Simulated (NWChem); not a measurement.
# C₂H₂F, doublet; SMILES C=[C]F

In the optimisation the excess spin sits in a' (Cs, its own frame).

Give the equilibrium geometry at PBE0/def2-SVP, spin-unrestricted (NWChem) as a list of bonds and angles, with the point group.

point group Cs; any orientation.
Bonded distances (Å): C1–C2 1.318, C1–H4 1.097, C1–H5 1.091, C2–F3 1.298. Angles (°): C2–C1–H4 120.7, C2–C1–H5 120.0, H4–C1–H5 119.3, C1–C2–F3 130.7.
